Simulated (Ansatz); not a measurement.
One change: `CCBO[SiH3]` becomes `BBCC`.

Ansatz, PBE0-D4/def2-TZVP geometries, multiplicity 1. Each molecule was computed in one conformer, which needn't be the lowest.

| property | `CCBO[SiH3]` |
| --- | --- |
| HOMO energy (PBE0/def2-TZVPP) / eV | -8.07 |
| size of the dipole moment (ωB97M-V/def2-TZVPP) / D | 0.25 |
| LUMO energy (PBE0/def2-TZVPP) / eV | -0.17 |
| LUMO energy (ωB97M-V/def2-TZVPP) / eV | 1.68 |
| HOMO energy (ωB97M-V/def2-TZVPP) / eV | -10.41 |
| LUMO energy (B3LYP/def2-TZVPP) / eV | -0.42 |

Q: What does the change do to each property? (Best estimate.)

A: Computed: 
```csv
property,`BBCC`,shift
HOMO energy (PBE0/def2-TZVPP) / eV,-7.97,0.10
size of the dipole moment (ωB97M-V/def2-TZVPP) / D,0.74,0.49
LUMO energy (PBE0/def2-TZVPP) / eV,-1.54,-1.37
LUMO energy (ωB97M-V/def2-TZVPP) / eV,0.37,-1.31
HOMO energy (ωB97M-V/def2-TZVPP) / eV,-10.26,0.15
LUMO energy (B3LYP/def2-TZVPP) / eV,-1.76,-1.34
```

With PBE0 the HOMO rises by 0.10 eV and the LUMO falls by 1.37 eV, so the gap narrows by about 1.47 eV. PBE moves the HOMO by 0.01 eV and ωB97M-V by 0.15 eV. The zero-point energy changes by -30.6 kJ/mol with -6 modes. Dipoles are sizes alone; their direction can turn.

B3LYP here is the variant with VWN-RPA as its local correlation; programs differ in this.
